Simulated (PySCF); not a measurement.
# Basis and Hamiltonian dependence of the excitation energy of Nb⁺

Nb⁺ [Kr] 4d4 (5D) → Nb⁺ [Kr] 4d3 5p1 (high-spin determinant). Calculated with PySCF 2.14 from differences of total energies of unrestricted determinants, without spin-orbit coupling. Values in eV.

| basis | Hamiltonian | functions | UHF | LDA | PBE0 | MP2 (valence) | CCSD(T) (valence) | CCSD(T) (valence and next inner shell) |
| --- | --- | --- | --- | --- | --- | --- | --- | --- |
| aug-cc-pVDZ-PP with ECP28MDF | ECP | 54 | 3.945 | n/a | 4.362 | 4.159 | 4.097 | n/a |
| def2-TZVPPD with the def2 core potential (28 electrons) | ECP | 56 | 3.961 | 4.489 | n/a | 4.245 | 4.198 | 4.334 |
| ANO-RCC-VTZP | spin-free X2C | 68 | 3.935 | 4.566 | 4.436 | 4.234 | 4.184 | 4.376 |
| aug-cc-pwCVDZ-PP with ECP28MDF | ECP | 70 | 3.916 | 4.422 | 4.360 | 4.196 | 4.145 | 4.196 |
| x2c-TZVPPall | spin-free X2C | 79 | 3.988 | 4.613 | 4.472 | 4.271 | 4.215 | 4.383 |
| def2-QZVPPD with the def2 core potential (28 electrons) | ECP | 81 | 3.934 | n/a | n/a | 4.237 | 4.190 | 4.347 |
| aug-cc-pVTZ-PP with ECP28MDF | ECP | 88 | 3.917 | 4.424 | 4.365 | 4.199 | 4.146 | n/a |
| x2c-TZVPPall with one added diffuse shell each of s, p, d, f type | spin-free X2C | 95 | 3.977 | 4.604 | 4.462 | 4.258 | 4.202 | 4.369 |
| x2c-QZVPPall | spin-free X2C | 111 | 3.925 | 4.592 | 4.440 | 4.222 | 4.172 | n/a |
| aug-cc-pwCVTZ-PP with ECP28MDF | ECP | 122 | 3.910 | 4.427 | 4.362 | 4.212 | n/a | n/a |

**Question.** Estimate the row for aug-cc-pVTZ-DK (spin-free X2C, 102 functions).

**Answer.** From the rows with the same Hamiltonian and similar size; the calculation gives UHF 3.92; LDA 4.56; PBE0 4.41; MP2 (valence) 4.20; CCSD(T) (valence) 4.14 (eV).

Frozen in the all-electron rows: valence: [Kr]; valence and next inner shell: [Ar] 3d10; with a core potential, the same shells as far as they lie outside it.

One determinant mixes LS terms of the configuration, so the numbers do not refer to single terms.
